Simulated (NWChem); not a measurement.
System: GeH3O2F; SMILES [OH][GeH]([OH])[F]

Here is an NWChem input.

```
start job
memory heap 200 mb stack 900 mb global 1100 mb
geometry units angstroms noautoz
  Ge     0.022025    -0.029018     0.303582
  O      0.641854    -1.510877    -0.388048
  O     -1.630885     0.206754    -0.251734
  F      0.885463     1.337096    -0.338747
  H      0.223543    -0.075851     1.810313
  H      0.376566    -1.635468    -1.306862
  H     -1.799478     1.118112    -0.517967
end
basis spherical
  * library 6-31g*
end
dft
  xc m05-2x
  iterations 150
  mulliken
end
task dft energy
```

All runs use the structure optimised with PBE0/def2-SVP.

### Question
What results follow from this input? (M05-2X/6-31G* (spherical d).) Quantities: energy (Ha); highest occupied level (eV); orbital gap (eV); dipole (D).

### Answer
- energy (Ha): -2328.78
- highest occupied level (eV): -10.91
- orbital gap (eV): 12.58
- dipole (D): 1.20
